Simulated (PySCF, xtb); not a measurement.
Sn(H)(Br)(NH2)2 (BrH5N2Sn), SMILES [NH2][SnH]([NH2])[Br].

xtb with GFN2-xTB at its own geometry gives an orbital gap of 3.49 eV and a dipole moment of 6.95 D.

Geometry: PBE0-D3(BJ)/def2-SVP. The structure was generated by enumeration; whether it is a known compound was not checked. The def2 effective core potentials stand for the cores of Sn; spin–orbit coupling is left out. Other conformers were not sampled.

**Question.** What does PBE/def2-TZVP (PySCF) give? (The exact figures need the calculation; the answer reports its results.)

**Answer.** gap 4.31 eV (levels -6.22 and -1.91 eV), dipole 1.33 D.
